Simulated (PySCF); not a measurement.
# Two-photon absorption: p-divinylbenzene (C=Cc1ccc(C=C)cc1, C₁₀H₁₀)

Geometry:
| atom | x (Å) | y (Å) | z (Å) |
| --- | --- | --- | --- |
| C1 | 3.753 | -0.121 | -0.662 |
| C2 | 2.796 | 0.445 | 0.085 |
| C3 | 1.353 | 0.195 | 0.020 |
| C4 | 0.499 | 0.892 | 0.892 |
| C5 | -0.874 | 0.695 | 0.874 |
| C6 | -1.461 | -0.214 | -0.020 |
| C7 | -2.904 | -0.462 | -0.083 |
| C8 | -3.859 | 0.106 | 0.665 |
| C9 | -0.606 | -0.910 | -0.892 |
| C10 | 0.766 | -0.714 | -0.875 |
| H11 | 4.802 | 0.148 | -0.522 |
| H12 | 3.535 | -0.865 | -1.434 |
| H13 | 3.098 | 1.182 | 0.837 |
| H14 | 0.932 | 1.605 | 1.598 |
| H15 | -1.500 | 1.258 | 1.569 |
| H16 | -3.208 | -1.200 | -0.835 |
| H17 | -3.640 | 0.850 | 1.435 |
| H18 | -4.909 | -0.160 | 0.527 |
| H19 | -1.039 | -1.624 | -1.598 |
| H20 | 1.393 | -1.277 | -1.569 |

Computed with PySCF, TDDFT CAM-B3LYP/aug-cc-pVDZ excited states, vertical, gas phase. Geometry: PBE0-D3(BJ)/def2-SVP.

Singlets 6 and 7 lie within 0.01 eV of each other, so their separate moments and overlaps can depend on how they mix.

Question: Give the one- and two-photon strengths of the lowest singlets.

Answer: δ for parallel linear polarisation; σ at the peak of a Lorentzian of half width 0.1 eV, single beam; Ω is circular over linear.
```tsv
state	E (eV)	f	photon λ (nm)	δ (au)	σ (GM)	Ω	main
S1	4.33	0.631	572	<0.1	0.00	–	HOMO→LUMO 0.92
S2	4.78	0.045	519	<0.1	0.00	–	HOMO−1→LUMO 0.49, HOMO→LUMO+4 0.44
S3	5.58	0.000	444	302	3.45	1.50	HOMO→LUMO+1 0.90
S4	5.83	0.320	426	<0.1	0.00	–	HOMO→LUMO+4 0.50, HOMO−1→LUMO 0.47
S5	5.88	0.010	422	<0.1	0.00	–	HOMO→LUMO+2 0.61, HOMO→LUMO+3 0.27
S6	5.92	0.014	419	<0.1	0.00	–	HOMO→LUMO+3 0.66, HOMO→LUMO+2 0.23
```

Among these, the strongest one-photon state is S1, the strongest two-photon state S3, with a dipole change of 0.0 D (relaxed, norm of the difference vector).
